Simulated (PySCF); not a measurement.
C$_{3}$H$_{12}$O$_{2}$Si$_{2}$, SMILES `COC([SiH3])([SiH3])OC` (C–O–C–Si torsion -170°, Si–C–O–C torsion -51°), neutral singlet in the gas phase. 

Z-matrix (Å, degrees):
```
C
O 1 1.4079
C 2 1.4052 1 115.76
H 3 1.0984 2 107.42 1 -172.74
H 3 1.1029 4 109.23 2 -121.17
H 3 1.1067 4 108.24 5 -118.07
O 1 1.4079 2 112.13 3 65.74
C 7 1.4052 1 115.76 2 65.74
H 8 1.0984 7 107.42 1 -172.74
H 8 1.1029 9 109.23 7 -121.17
H 8 1.1067 9 108.24 10 -118.07
Si 1 1.9325 2 115.65 3 -51.42
H 12 1.4926 1 111.39 2 78.12
H 12 1.4930 13 109.40 6 -175.79
H 12 1.4952 13 109.64 14 -119.36
Si 1 1.9325 2 102.59 3 -169.53
H 16 1.4926 1 111.39 2 -44.26
H 16 1.4930 17 109.40 11 -175.79
H 16 1.4952 17 109.64 18 -119.36
```
Charge 0, spin multiplicity 1.

All levels are single points at this geometry (PBE0-D4/def2-SVP); Pople sets use spherical d functions. Orbital energies aren't observables, and empty levels follow the basis.

M06-2X/6-31G* in PySCF gives gap (eV) = 9.91.

Question: Estimate the gap (eV) from each of these levels: B3LYP-D3(BJ)/def2-TZVP in PySCF; PBE0-D4/def2-TZVP in PySCF; B3LYP/3-21G in PySCF; BP86/6-31G* in PySCF; HF/6-31G* in PySCF.

Answer: 
```tsv
level	gap (eV)
B3LYP-D3(BJ)/def2-TZVP in PySCF	7.30
PBE0-D4/def2-TZVP in PySCF	7.69
B3LYP/3-21G in PySCF	7.70
BP86/6-31G* in PySCF	5.80
HF/6-31G* in PySCF	14.41
```
